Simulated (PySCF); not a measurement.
C4H10Ga, charge +2, doublet, geometry from GFN2-xTB of the parent state (such geometries of metal compounds can be far from the true shape) (a state made from the parent by changing its charge; the spin is typed, not shown lowest); DF-B3LYP/pcseg-1 in PySCF.

The PySCF input:
```python
from pyscf import gto, scf, dft

mol = gto.M(
    atom='''
Ga    0.293401    0.508365    0.433225
C     1.390323   -1.335190    0.943781
C     1.022526   -2.394600   -0.087345
H     1.112111   -1.668032    1.949935
H     2.471009   -1.156296    0.941924
H     1.312804   -2.074541   -1.089802
H    -0.054580   -2.571023   -0.090450
H     1.519738   -3.345857    0.119332
C    -1.364309    0.318342   -1.007448
C    -2.019982    1.665252   -1.290342
H    -2.098235   -0.384389   -0.596145
H    -0.970666   -0.117303   -1.932933
H    -1.294526    2.367078   -1.706345
H    -2.423012    2.098142   -0.372720
H    -2.841432    1.570080   -2.004652
''',
    basis='pcseg-1',
    charge=2,
    spin=1,
    verbose=4,
)

mf = dft.UKS(mol)
mf.xc = 'b3lyp'
mf = mf.density_fit(auxbasis='def2-universal-jkfit')
mf.kernel()
mf.analyze()
```

Output, abridged:

```
PySCF version 2.14.0

[INPUT] verbose = 4
[INPUT] num. atoms = 15
[INPUT] num. electrons = 63
[INPUT] charge = 2
[INPUT] spin (= nelec alpha-beta = 2S) = 1
[INPUT] symmetry False subgroup None
[INPUT] Mole.unit = angstrom
[INPUT] Symbol           X                Y                Z      unit          X                Y                Z       unit  Magmom
[...]
nuclear repulsion = 312.93871905829
number of shells = 35
number of NR pGTOs = 252
number of NR cGTOs = 133
basis = pcseg-1
ecp = {}

******** <class 'pyscf.df.df_jk.DFUKS'> ********
method = DFUKS
initial guess = minao
damping factor = 0
level_shift factor = 0
DIIS = <class 'pyscf.scf.diis.CDIIS'>
diis_start_cycle = 1
diis_space = 8
diis_damp = 0
SCF conv_tol = 1e-09
SCF conv_tol_grad = None
SCF max_cycles = 50
direct_scf = False
number electrons alpha = 32  beta = 31
XC library pyscf.dft.libxc version 7.1.2
    S. Lehtola, C. Steigemann, M. J. T. Oliveira, and M. A. L. Marques,  SoftwareX 7, 1–5 (2018)
XC functionals = b3lyp
    P. J. Stephens, F. J. Devlin, C. F. Chabalowski, and M. J. Frisch,  J. Phys. Chem. 98, 11623 (1994)
radial grids:
    Treutler-Ahlrichs [JCP 102, 346 (1995); DOI:10.1063/1.469408] (M4) radial grids

becke partition: Becke, JCP 88, 2547 (1988); DOI:10.1063/1.454033
pruning grids: <function nwchem_prune>
grids dens level: 3
symmetrized grids: False
atomic radii adjust function: <function treutler_atomic_radii_adjust>
small_rho_cutoff = 0
Set gradient conv threshold to 3.16228e-05
tot grids = 175456
******** <class 'pyscf.df.df.DF'> ********
auxbasis = def2-universal-jkfit
init E= -2082.42853908414

cycle= 1 E= -2082.19411126551  delta_E= 0.234  |g|= 0.348  |ddm|= 2.49
cycle= 2 E= -2082.03967115346  delta_E= 0.154  |g|= 0.581  |ddm|= 1.58
cycle= 3 E= -2082.29146677686  delta_E= -0.252  |g|= 0.0768  |ddm|= 0.872
cycle= 4 E= -2082.29414052898  delta_E= -0.00267  |g|= 0.0332  |ddm|= 0.124
cycle= 5 E= -2082.29478711123  delta_E= -0.000647  |g|= 0.0113  |ddm|= 0.0576
cycle= 6 E= -2082.29486819105  delta_E= -8.11e-05  |g|= 0.00288  |ddm|= 0.0146
cycle= 7 E= -2082.2948751301  delta_E= -6.94e-06  |g|= 0.00133  |ddm|= 0.0051
cycle= 8 E= -2082.29487687943  delta_E= -1.75e-06  |g|= 0.000807  |ddm|= 0.00337
cycle= 9 E= -2082.29487748017  delta_E= -6.01e-07  |g|= 0.000265  |ddm|= 0.00177
cycle= 10 E= -2082.2948775428  delta_E= -6.26e-08  |g|= 0.000159  |ddm|= 0.000694
cycle= 11 E= -2082.29487756326  delta_E= -2.05e-08  |g|= 3.03e-05  |ddm|= 0.000295
cycle= 12 E= -2082.29487756388  delta_E= -6.17e-10  |g|= 1.82e-05  |ddm|= 6.47e-05
Extra cycle  E= -2082.2948775638  delta_E= 7.73e-11  |g|= 2.49e-05  |ddm|= 5.69e-05
converged SCF energy = -2082.2948775638  <S^2> = 0.7639746  2S+1 = 2.0139261
**** SCF Summaries ****
Total Energy =                       -2082.294877563801492
Nuclear Repulsion Energy =             312.938719058289507
One-electron Energy =                -3490.539017349127334
Two-electron Energy =                 1095.305420727036790
Two-electron Coulomb Energy =         1195.195143311623042
DFT Exchange-Correlation Energy =      -99.889722584586210
**** MO energy ****
                             alpha | beta                alpha | beta
[...]
To work with the spin densities directly, `use mulliken_meta_spin()` only printing them here.

 ** Mulliken spin pop alpha/beta on meta-lowdin orthogonal AOs **
 ** Mulliken Spin Density (per AO)  **
spin_pop of  0 Ga 1s       -0.00000
spin_pop of  0 Ga 2s       -0.00001
spin_pop of  0 Ga 3s       -0.00036
spin_pop of  0 Ga 4s       -0.08946
spin_pop of  0 Ga 5s        0.00002
spin_pop of  0 Ga 2px       0.00000
spin_pop of  0 Ga 2py       0.00000
spin_pop of  0 Ga 2pz       0.00000
spin_pop of  0 Ga 3px       0.00001
spin_pop of  0 Ga 3py       0.00000
spin_pop of  0 Ga 3pz       0.00001
spin_pop of  0 Ga 4px       0.10909
spin_pop of  0 Ga 4py       0.02209
spin_pop of  0 Ga 4pz       0.06371
spin_pop of  0 Ga 5px       0.00348
spin_pop of  0 Ga 5py       0.00089
spin_pop of  0 Ga 5pz       0.00195
[...]
spin_pop of  6 H 2py       0.00002
spin_pop of  6 H 2pz       0.00000
spin_pop of  7 H 1s        0.04540
spin_pop of  7 H 2s        0.00078
spin_pop of  7 H 2px       0.00004
spin_pop of  7 H 2py       0.00006
spin_pop of  7 H 2pz       0.00001
spin_pop of  8 C 1s       -0.00000
spin_pop of  8 C 2s        0.01386
spin_pop of  8 C 3s        0.00026
spin_pop of  8 C 2px       0.16090
spin_pop of  8 C 2py       0.00829
spin_pop of  8 C 2pz       0.12742
spin_pop of  8 C 3px       0.00007
spin_pop of  8 C 3py       0.00006
spin_pop of  8 C 3pz       0.00003
spin_pop of  8 C 3dxy     -0.00001
spin_pop of  8 C 3dyz     -0.00000
spin_pop of  8 C 3dz^2     0.00000
spin_pop of  8 C 3dxz      0.00019
spin_pop of  8 C 3dx2-y2    0.00012
spin_pop of  9 C 1s       -0.00000
spin_pop of  9 C 2s       -0.00200
spin_pop of  9 C 3s        0.00015
spin_pop of  9 C 2px       0.03477
spin_pop of  9 C 2py      -0.00607
spin_pop of  9 C 2pz       0.02602
spin_pop of  9 C 3px       0.00040
spin_pop of  9 C 3py       0.00013
spin_pop of  9 C 3pz       0.00034
spin_pop of  9 C 3dxy      0.00000
spin_pop of  9 C 3dyz     -0.00001
spin_pop of  9 C 3dz^2     0.00004
spin_pop of  9 C 3dxz      0.00023
spin_pop of  9 C 3dx2-y2    0.00013
spin_pop of  10 H 1s        0.00532
spin_pop of  10 H 2s        0.00022
spin_pop of  10 H 2px      -0.00006
spin_pop of  10 H 2py       0.00000
spin_pop of  10 H 2pz       0.00006
spin_pop of  11 H 1s        0.00589
spin_pop of  11 H 2s        0.00025
spin_pop of  11 H 2px       0.00006
spin_pop of  11 H 2py      -0.00000
spin_pop of  11 H 2pz      -0.00006
spin_pop of  12 H 1s        0.01004
spin_pop of  12 H 2s        0.00025
spin_pop of  12 H 2px      -0.00001
spin_pop of  12 H 2py       0.00001
spin_pop of  12 H 2pz       0.00004
spin_pop of  13 H 1s        0.01043
spin_pop of  13 H 2s        0.00025
spin_pop of  13 H 2px       0.00005
spin_pop of  13 H 2py       0.00000
spin_pop of  13 H 2pz      -0.00000
spin_pop of  14 H 1s        0.07257
spin_pop of  14 H 2s        0.00125
spin_pop of  14 H 2px       0.00009
spin_pop of  14 H 2py      -0.00001
spin_pop of  14 H 2pz       0.00007
 ** Mulliken Spin Density (per atom)  **
spin density of  0 Ga =      0.11593
spin density of  1 C =      0.30945
spin density of  2 C =      0.02292
spin density of  3 H =      0.00812
spin density of  4 H =      0.01117
spin density of  5 H =      0.00685
spin density of  6 H =      0.00725
spin density of  7 H =      0.04628
spin density of  8 C =      0.31119
spin density of  9 C =      0.05412
spin density of  10 H =      0.00554
spin density of  11 H =      0.00614
spin density of  12 H =      0.01034
spin density of  13 H =      0.01073
spin density of  14 H =      0.07397
 ** Mulliken pop alpha/beta on meta-lowdin orthogonal AOs **
 ** Mulliken pop       alpha | beta **
In total            32.00000 | 31.00000
 ** Mulliken atomic charges   ( Nelec_alpha | Nelec_beta ) **
charge of  0Ga =      1.00202  (    15.05695     14.94102 )
charge of  1C =     -0.13326  (     3.22135      2.91190 )
charge of  2C =     -0.25741  (     3.14017      3.11725 )
charge of  3H =      0.19281  (     0.40766      0.39953 )
charge of  4H =      0.19282  (     0.40918      0.39801 )
charge of  5H =      0.14319  (     0.43183      0.42498 )
charge of  6H =      0.13944  (     0.43390      0.42666 )
charge of  7H =      0.22352  (     0.41138      0.36510 )
charge of  8C =     -0.14635  (     3.22877      2.91758 )
charge of  9C =     -0.25373  (     3.15393      3.09980 )
charge of  10H =      0.18861  (     0.40847      0.40293 )
charge of  11H =      0.18781  (     0.40916      0.40303 )
charge of  12H =      0.14893  (     0.43070      0.42037 )
charge of  13H =      0.14944  (     0.43064      0.41992 )
charge of  14H =      0.22216  (     0.42591      0.35193 )

WARN: System has nonzero charge 2; the dipole moment is origin-dependent.
Location of origin: [0. 0. 0.]

Dipole moment(X, Y, Z, Debye):  0.01787, -0.26796,  0.04050
```
